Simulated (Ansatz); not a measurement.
Cartesian coordinates (Å):
SMILES: [SH][InH][SH]
```xyz
6

S      1.9906    -0.2572     0.3778
In     0.0229     0.9326    -0.3226
S     -2.0055    -0.3482    -0.4752
H      1.3355    -1.4355     0.5051
H      0.0639     2.6076    -0.6939
H     -1.4075    -1.4992    -0.0860
```
Charge 0, multiplicity 1.

All values below come from frozen-core CCSD(T)/def2-TZVPP // PBE-D3(BJ)/def2-TZVP (Ansatz, a first-principles code).

- HF energy: -986.11030 Ha
- MP2 correlation energy: -0.64236 Ha

Problem. Estimate the CCSD correlation energy, the (T) correction, the total energy and the T1 diagnostic.

Solution. 
The CCSD correlation energy is -0.67674 Ha and the (T) correction is -0.02741 Ha. The CCSD(T) total energy is -986.81445 Ha and the T1 diagnostic comes out as 0.014.
